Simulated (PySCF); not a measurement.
Excitation energy of P by level of theory

P [Ne] 3s2 3p3 (4S) → P [Ne] 3s1 3p4 (4P), as a difference of total energies. Calculation: PySCF 2.14, in aug-cc-pwCVDZ; no relativity, point nucleus. Correlated levels: valence: [Ne] frozen. The calculations carry no spin-orbit coupling.

| method | excitation energy (cm⁻¹) |
| --- | --- |
| UHF | 64214 |
| SCS-MP2 (valence) | 64540 |
| CCSD(T) (valence) | 59923 |
| CCSDT (valence) | 59742 |

Question: Estimate what MP2 (valence) gives.

Answer: 64514 cm⁻¹, closest to SCS-MP2 (valence) among the rows shown.

Question: Estimate what CCSD (valence) gives.

Answer: 60750 cm⁻¹, closest to CCSD(T) (valence) among the rows shown.

Errors of the correlated levels include the incompleteness of this basis and the frozen core.

The coupled-cluster amplitudes are large for the upper state (T1 above 0.03 or a double amplitude above 0.15), so a single reference is strained.

For comparison: 59643 cm⁻¹ (measured; NIST levels, between the centres of gravity of the two terms).
